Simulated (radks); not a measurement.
The numbers below are computed, except where a source is named.
Species: Hg III. Configuration: [Xe] 4f14 5d10 (the NIST ground configuration). Code: a radial shooting solver on a logarithmic mesh with Libxc functionals. Model: scalar-relativistic Kohn-Sham, PBEsol, spin-polarised, spherical densities, finite nucleus; Fermi nuclear charge, rms radius 5.4648 fm.

Normalised radial functions P(r) = r R(r), r in bohr:

r,4f,5d,6s
0.0009858,0.0000,0.0000,0.0302
0.001543,0.0000,0.0000,0.0413
0.002415,0.0000,0.0001,0.0545
0.00378,0.0000,0.0003,0.0682
0.005916,0.0000,0.0010,0.0775
0.009186,0.0001,0.0033,0.0732
0.01438,0.0006,0.0104,0.0416
0.0225,0.0027,0.0305,-0.0256
0.03522,0.0126,0.0806,-0.1030
0.05513,0.0519,0.1777,-0.1047
0.08629,0.1823,0.2885,0.0431
0.1351,0.5100,0.2478,0.1715
0.2114,1.0507,-0.1118,-0.0378
0.3309,1.4628,-0.4479,-0.2394
0.5178,1.2797,-0.0913,0.1517
0.8041,0.6773,0.6598,0.3463
1.258,0.1919,0.9110,-0.2710
1.97,0.0247,0.5705,-0.7552
3.083,0.0010,0.1828,-0.5128
4.826,0.0000,0.0238,-0.1232
7.553,0.0000,0.0007,-0.0072

4f: eigenvalue -115.15 eV, 0 radial nodes, <r> = 0.483 bohr, 90 % of the charge inside 0.772 bohr. 5d: eigenvalue -28.811 eV, 2 radial nodes at r = 0.189, 0.547 bohr, <r> = 1.44 bohr, 90 % of the charge inside 2.21 bohr. 6s (empty): eigenvalue -23.347 eV, 5 radial nodes at r = 0.0194, 0.0781, 0.201, 0.455, 1.07 bohr, <r> = 2.36 bohr, 90 % of the charge inside 3.42 bohr.
